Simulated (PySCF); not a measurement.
# Electron correlation in Ni (nickel, neutral)

[Ar] 3d10, closed-shell 1S (an excited configuration). All numbers are calculated (PySCF 2.14, scalar relativity by spin-free X2C-1e, in x2c-TZVPPall). Frozen: [Ar]; 10 electrons correlated.

```tsv
level	correlation energy (mhartree)
CCSD	-437.61
(T)	-28.06
CCSD(T)	-465.67
```

Diagnostics: T1 = 0.029, D1 = 0.0403, largest double amplitude 0.025.

Cost of the coupled-cluster step: about 1.8 core-seconds, for 10 correlated electrons.
